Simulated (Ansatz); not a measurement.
Basis-set series for AlB2H5Zn. The species carries charge 0 and has multiplicity 1. The bonds changed during the relaxation, so this is another structure than the one it started from. All single points use the PBE0-D4/def2-TZVP geometry. It is one conformer, not always the lowest.

```json
{"atom": "B1", "x (Å)": "-0.447", "y (Å)": "0.438", "z (Å)": "1.949"}
{"atom": "B2", "x (Å)": "0.811", "y (Å)": "1.261", "z (Å)": "1.687"}
{"atom": "Zn3", "x (Å)": "0.104", "y (Å)": "0.001", "z (Å)": "-0.176"}
{"atom": "Al4", "x (Å)": "-0.077", "y (Å)": "-1.027", "z (Å)": "-2.469"}
{"atom": "H5", "x (Å)": "-1.540", "y (Å)": "0.871", "z (Å)": "1.670"}
{"atom": "H6", "x (Å)": "-0.368", "y (Å)": "-0.713", "z (Å)": "2.309"}
{"atom": "H7", "x (Å)": "1.787", "y (Å)": "1.913", "z (Å)": "1.525"}
{"atom": "H8", "x (Å)": "0.565", "y (Å)": "-0.339", "z (Å)": "-3.760"}
{"atom": "H9", "x (Å)": "-0.836", "y (Å)": "-2.406", "z (Å)": "-2.734"}
```

| functional | basis | functions | energy (Eh) | HOMO (eV) | LUMO (eV) |
| --- | --- | --- | --- | --- | --- |
| PBE0-D4 | def2-SVP | 102 | -2073.63206 | -6.07 | -2.33 |
| PBE0-D4 | def2-QZVPP | 434 | -2074.08245 | -6.12 | -2.49 |
| ωB97M-V | def2-SVP | 102 | -2073.90785 | -7.91 | -0.57 |
| ωB97M-V | def2-QZVPP | 434 | -2074.36169 | -7.99 | -0.92 |

Problem. Give the rows for def2-TZVPP. (Best estimate.)

Solution. Computed: 
| functional | basis | functions | energy (Eh) | HOMO (eV) | LUMO (eV) |
| --- | --- | --- | --- | --- | --- |
| PBE0-D4 | def2-TZVPP | 238 | -2074.02936 | -6.12 | -2.48 |
| ωB97M-V | def2-TZVPP | 238 | -2074.30994 | -7.99 | -0.84 |

Scalar relativity is left out up to krypton.
